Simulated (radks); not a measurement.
Valence configurations of Tl3+ (all share [Xe]). All-electron calculation, scalar-relativistic Kohn-Sham, r2SCAN, spin-polarised, spherical densities, finite nucleus; open shells are filled with parallel spins first (spin-orbit coupling, left out, can overturn this in heavy ions); meta-GGA in the generalised Kohn-Sham scheme; Fermi nuclear charge, rms radius 5.4759 fm. Program: a radial shooting solver on a logarithmic mesh with Libxc functionals. Energies are relative to 4f14 5d10; eigenvalues in eV for spin up.

\begin{tabular}{lrrrrrr}
valence & E (eV) & moment (Bohr magnetons) & e(4f) & e(5d) & e(6p) & e(6s) \\ \hline
4f14 5d10 & 0.000 & 0 & -144.58 & -44.696 & - & - \\
4f14 5d9 6s1 & 10.006 & 2 & -149.41 & -48.656 & - & -37.514 \\
4f14 5d9 6p1 & 21.522 & 2 & -151.10 & -50.054 & -26.795 & - \\
4f13.5 5d9.5 6p1 & 73.788 & 2 & -157.99 & -50.857 & -26.894 & - \\
4f13 5d10 6s1 & 116.93 & 2 & -163.25 & -50.225 & - & -37.767 \\
4f13 5d10 6p1 & 128.51 & 2 & -164.96 & -51.653 & -26.988 & - \\
4f12.5 5d9 6p2.5 & 225.48 & 5 & -182.06 & -60.495 & -31.018 & - \\
4f12 5d10 6s2 & 249.68 & 2 & -182.66 & -55.631 & - & -39.293 \\
4f12 5d10 6p2 & 272.72 & 4 & -185.93 & -58.707 & -29.925 & - \\
4f12 5d9 6p3 & 301.60 & 6 & -192.67 & -64.045 & -32.265 & - \\
\end{tabular}

NIST lists [Xe] 4f14 5d10 as the ground configuration; this level of theory agrees among the configurations tried. The energies are those of spherical high-spin densities, not of single terms.
